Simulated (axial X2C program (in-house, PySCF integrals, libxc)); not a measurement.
What spin–orbit coupling does to InC

Computed with an in-house all-electron X2C program for linear molecules (integrals from PySCF). Spin-free means the one-electron spin-free X2C Hamiltonian; two-component (2c) means X2C with spin–orbit coupling and atomic mean-field two-electron Coulomb and Gaunt terms, so the difference of the two also holds small scalar two-electron terms. Basis: In dyall-cv3z [11s12p9d4f1g], C dyall-v3z [7s6p2d1f] (cores contracted in-house); Gaussian nuclei, density fitting, unrestricted open shells. Masses: In 114.904 u, C 12.000 u.

Spin-free state: M_S = 3/2, Λ = 0 (beyond evenly filled blocks: σα, π+α, π-α); fragments In + C.

```csv
level,Re (Å),ωe (cm⁻¹),De (eV),μ (D)
PBE0,2.200,475.5,2.970,-2.77
HF,2.231,480.8,1.989,-2.62
MP2,2.204,482.9,2.724,n/a
BP86,2.216,451.2,3.102,-2.69
```

Correlated methods: 17 electrons correlated (number of frozen shells: In 4 s, 3 p, 1 d; C 1 s), 235 virtual spin orbitals or spinors in MP2.

Dipoles are positive if C is the positive end.

Two-component determinant lowest at the distance of the search:

Ω = 3/2 (⟨Sz⟩ = 1.50, ⟨Lz⟩ = 0.00 at HF); fragments In + C.

```json
{"level": "PBE0", "Re (Å)": "2.200", "ωe (cm⁻¹)": "475.2", "De (eV)": "n/a", "μ (D)": "-2.76"}
{"level": "HF", "Re (Å)": "2.231", "ωe (cm⁻¹)": "480.6", "De (eV)": "1.808", "μ (D)": "-2.62"}
{"level": "MP2", "Re (Å)": "2.205", "ωe (cm⁻¹)": "483.6", "De (eV)": "2.587", "μ (D)": "n/a"}
{"level": "BP86", "Re (Å)": "2.216", "ωe (cm⁻¹)": "450.8", "De (eV)": "n/a", "μ (D)": "-2.68"}
```

Task: From the two tables, how do the constants change at the MP2 level (2c against spin-free)?

Result: At the MP2 level Re increases by 0.001 Å and ωe goes up by 0.7 cm⁻¹; De is not compared, since the atomic limits differ or miss part of their spin–orbit lowering.

Occupations by symmetry block were frozen at the best pattern of an incomplete PBE0 search. De is counted from the lowest determinant-based energies of the atoms at the same level, without counterpoise correction. De is not given where an atomic determinant may have missed its ground term or J level, or where the truncated virtual space spoils (T). Density functionals use the spin component along the axis (collinear). In 2c an atomic determinant is not the ground J level, so De misses part of the atomic spin–orbit lowering. This holds for MP2. The functionals have no current-density term, which raises determinants with orbital currents, atoms included. With several unpaired electrons one determinant need not be a pure state. This is the top spin component of a Σ state; components of lower Ω are not single determinants and can lie lower.
